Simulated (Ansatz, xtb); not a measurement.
**Two isomers of C3H6AlBr**

Structure I is `[Br][AlH][CH]1CC1`, a singlet and structure II is `C=[C](C)[AlH][Br]`, a singlet. Both are isolated molecules in the gas phase, relaxed with B3LYP/def2-SVP; the shapes shown needn't be the lowest conformers.

I (Å):

```xyz
11

C     1.7217   -2.3157    1.0307
C     1.3085   -3.7165    1.4963
C     1.1503   -2.5670    2.4303
Al    0.7478   -1.3479   -0.3290
Br   -1.5200   -1.5995   -0.3823
H     1.3880   -0.3946   -1.4111
H     2.8090   -2.1611    1.0238
H     0.4047   -4.1641    1.0702
H     2.1116   -4.4351    1.6864
H     0.1367   -2.2172    2.6519
H     1.8427   -2.4824    3.2735
```

II (Å):

```xyz
11

C     1.7148   -0.4238    1.4779
C     0.9462   -0.6489    0.3928
C     1.0083   -1.9549   -0.3629
Al   -0.2118    0.8461   -0.0752
Br   -1.6032    0.7084   -1.8733
H     2.4199   -1.1755    1.8629
H     1.6818    0.5190    2.0379
H     0.0243   -2.4545   -0.3812
H     1.7384   -2.6549    0.0780
H     1.2837   -1.7946   -1.4196
H    -0.2182    2.1794    0.7673
```

Energies in hartree; the thermal terms are from GFN2-xTB frequencies at re-optimised GFN2-xTB minima (ideal gas, soft modes damped towards free rotors, one conformer each, 298.15 K, 1 atm) and include the zero-point energy:

|  | I | II |
| --- | --- | --- |
| E, CCSD(T)/def2-SVP | −2931.766296 | −2931.776215 |
| E, MP2/def2-SVP | −2931.701558 | −2931.707078 |
| E, MP2/def2-TZVPP | −2932.375726 | −2932.382914 |
| zero-point energy | 0.077065 | 0.075193 |
| H(298 K) − E | 0.084978 | 0.084022 |
| G(298 K) − E | 0.044204 | 0.041301 |

Q: Correct the CCSD(T) difference for the basis set by the MP2 change, then work out ΔE, ΔE₀, ΔH and ΔG for I → II in kJ/mol (1 Eh = 2625.50 kJ/mol) and the equilibrium ratio [II]/[I].

A: 1. Differences II − I: CCSD(T) −0.009919, MP2 in the small set −0.005520, MP2 in the large set −0.007188 Eh.
2. ΔE = −0.009919 + (−0.007188 − (−0.005520)) = −0.011587 Eh = −30.42 kJ/mol.
3. ΔE₀ = ΔE + ΔZPE = −0.011587 + (−0.001872) Eh = −35.34 kJ/mol.
4. ΔH = ΔE + (−0.000956) Eh = −32.93 kJ/mol.
5. ΔG = ΔE + (−0.002903) Eh = −38.04 kJ/mol, so ΔS = (ΔH − ΔG)/T = +17.1 J/(mol K).
6. kT = 0.9442 mEh, so K = [II]/[I] = exp(−ΔG/kT) = exp(+15.35) ≈ 4.6 × 10^6.

Structure II is favoured at this temperature. An error of 4 kJ/mol in ΔG would change K by a factor of 5. GFN2-xTB, HF/STO-3G gave ΔE the other sign. Mirror images and further conformers aren't counted.

As drawn, II has 1 C=C in place of 2 C–C. Structure I has a 3-membered ring, II no ring.

Other levels gave ΔE = +9.8 (GFN2-xTB); +27.1 (HF/STO-3G, GFN2-xTB geometries); −16.8 (r2SCAN-D4/def2-SVP, GFN2-xTB geometries); −31.1 (B3LYP/def2-SVP); −33.9 (HF/def2-SVP); −14.5 (MP2/def2-SVP); −26.0 (CCSD(T)/def2-SVP) kJ/mol. The correlated steps freeze 17 core orbitals; the filled d shell of Br is correlated, in a basis made for valence electrons. Programs: Ansatz 0.2.0, xtb 6.7.1.
